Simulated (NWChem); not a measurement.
System: AlP$_{3}$H$_{6}$; SMILES [PH2][Al]([PH2])[PH2]

```xyz
10

Al    -0.0054     0.0027     0.0499
P     -2.3577    -0.0464    -0.0041
H     -2.4505    -1.1034    -0.9558
H     -2.4945     0.9955    -0.9671
P      1.1335     2.0581    -0.0534
H      2.0547     1.7711     0.9954
H      0.2180     2.7640     0.7800
P      1.2158    -2.0056    -0.0375
H      0.3294    -2.7415     0.8014
H      2.1250    -1.6743     1.0087
```
Atoms are numbered in this order, from 1.

Level: B3LYP/6-31G* (spherical d) (NWChem), optimised geometry, unscaled harmonic frequencies. B3LYP is NWChem's, with the RPA form of VWN correlation.

Task: List the harmonic frequencies with IR intensities, and the thermochemistry.

Result: 
```json
[
 {"frequency (cm⁻¹)": "91", "IR intensity (km/mol)": "10.7"},
 {"frequency (cm⁻¹)": "95", "IR intensity (km/mol)": "8.5"},
 {"frequency (cm⁻¹)": "111", "IR intensity (km/mol)": "0.0"},
 {"frequency (cm⁻¹)": "122", "IR intensity (km/mol)": "3.3"},
 {"frequency (cm⁻¹)": "130", "IR intensity (km/mol)": "17.2"},
 {"frequency (cm⁻¹)": "138", "IR intensity (km/mol)": "3.5"},
 {"frequency (cm⁻¹)": "281", "IR intensity (km/mol)": "0.1"},
 {"frequency (cm⁻¹)": "451", "IR intensity (km/mol)": "53.2"},
 {"frequency (cm⁻¹)": "453", "IR intensity (km/mol)": "56.9"},
 {"frequency (cm⁻¹)": "497", "IR intensity (km/mol)": "2.0"},
 {"frequency (cm⁻¹)": "508", "IR intensity (km/mol)": "0.2"},
 {"frequency (cm⁻¹)": "564", "IR intensity (km/mol)": "0.1"},
 {"frequency (cm⁻¹)": "581", "IR intensity (km/mol)": "3.3"},
 {"frequency (cm⁻¹)": "668", "IR intensity (km/mol)": "12.4"},
 {"frequency (cm⁻¹)": "673", "IR intensity (km/mol)": "11.6"},
 {"frequency (cm⁻¹)": "1119", "IR intensity (km/mol)": "17.7"},
 {"frequency (cm⁻¹)": "1121", "IR intensity (km/mol)": "30.3"},
 {"frequency (cm⁻¹)": "1127", "IR intensity (km/mol)": "12.3"},
 {"frequency (cm⁻¹)": "2390", "IR intensity (km/mol)": "40.1"},
 {"frequency (cm⁻¹)": "2391", "IR intensity (km/mol)": "18.2"},
 {"frequency (cm⁻¹)": "2393", "IR intensity (km/mol)": "96.8"},
 {"frequency (cm⁻¹)": "2404", "IR intensity (km/mol)": "6.4"},
 {"frequency (cm⁻¹)": "2406", "IR intensity (km/mol)": "93.0"},
 {"frequency (cm⁻¹)": "2407", "IR intensity (km/mol)": "102.4"}
]
```

zero-point energy: 33.0 kcal/mol
thermal correction to the enthalpy at 298.15 K (with zero-point energy): 39.4 kcal/mol
heat capacity Cv: 29.2 cal/(mol K)
entropy at 298.15 K and 1 atm (symmetry number 1): 95.0 cal/(mol K)
dipole moment: 0.83 D

Rigid rotor and harmonic oscillator; modes under 100 cm⁻¹ make the entropy uncertain.
